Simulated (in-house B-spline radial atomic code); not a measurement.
Configurations of the chlorine ion Cl⁶⁺, with energies counted from [Ne] 3s1. Method: Dirac-Hartree-Fock, average of configuration, Fermi nucleus of rms radius 3.3654 fm. Calculated with a B-spline radial code for spherical atoms. Energies include first-order Breit, QED and recoil terms.

Occupations are held fixed; configurations that lie above the ionisation limit could autoionise.

```
       configuration  E - E(ref) (eV)  highest orbital  its <r> (bohr)
            [Ne] 3d1           35.941            3d5/2           1.381
            [Ne] 5g1           87.018            5g9/2           3.928
            [Ne] 6d1           94.605            6d5/2           7.048
            [Ne] 6f1           95.139            6f7/2           6.842
            [Ne] 7f1           100.06            7f7/2           9.625
[He] 2s2 2p5 3s1 5d1           294.15            5d5/2           4.609
[He] 2s2 2p5 3s1 5f1           295.53            5f7/2           4.431
[He] 2s2 2p5 3s1 7d1           308.28            7d5/2           9.625
```

**Question.** Order these further configurations by energy, lowest first.
A. [He] 2s2 2p5 3s1 6d1
B. [He] 2s2 2p5 3s1 6f1
C. [He] 2s2 2p5 3s1 4f1
D. [Ne] 4d1
E. [Ne] 7p1

**Answer.** D (70.232 eV), E (98.532 eV), C (280.35 eV), A (303.01 eV), B (303.79 eV).

**Question.** How far above the reference does [He] 2s1 2p6 3s2 lie?

**Answer.** 275.96 eV; its least bound orbital is 3s1/2 with <r> = 1.236 bohr.

**Question.** How far above the reference does [Ne] 7g1 lie?

**Answer.** 100.08 eV; its least bound orbital is 7g9/2 with <r> = 9.07 bohr.

**Question.** How far above the reference does [He] 2s2 2p5 3s1 6g1 lie?

**Answer.** 303.95 eV; its least bound orbital is 6g9/2 with <r> = 6.273 bohr.
